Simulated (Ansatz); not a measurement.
Reaction (formal exchange of groups at the Sn–B bond): `[BH2][SnH2][BH]F` + `C#C` → `[BH2][SnH2][C]#C` + `BF`

Computed with Ansatz on PBE0-D4/def2-TZVP structures; ΔE is electronic, products minus reactants. CCSD(T)/CBS adds triple-zeta CCSD(T) − MP2 to the extrapolated MP2 energy (def2 sets, frozen cores). This one scheme is used for every species. Functionals use def2-TZVPP. Elements past krypton have def2 core potentials. For Sn outer-core shells are correlated without core-valence functions, which leaves a few kJ/mol of doubt a bond. Each species was taken in one conformer, which may not be the lowest.

```csv
species,ωB97M-V energy (Eh)
`[BH2][SnH2][BH]F`,-366.76862
`C#C`,-77.32532
`[BH2][SnH2][C]#C`,-318.17178
`BF`,-125.93409
```

(1) Work out ΔE.

Largest T1 diagnostic among the species: 0.015.

Answers

(1) ΔE = (-318.17178) + (-125.93409) − (-366.76862) − (-77.32532) = -0.01193 Eh = -7.5 kcal/mol. CCSD(T)/CBS gives -7.8 kcal/mol.

From PBE to PBE0 (25 % exact exchange), in def2-TZVPP and without D4, ΔE moves by −1.7 kcal/mol. In def2-TZVPP, CCSD(T) changes the Hartree–Fock value by +2.7 kcal/mol (the triples alone add +0.1 kcal/mol) and MP2 by +1.3 kcal/mol. Leaving LDA and LC-ωPBE aside and taking each functional with its dispersion term where it has one, the values, not all of them listed here, spread over 4.8 kcal/mol, from BHLYP-D4 to PBE-D4. LDA lies +1.9 kcal/mol from PBE without D4.
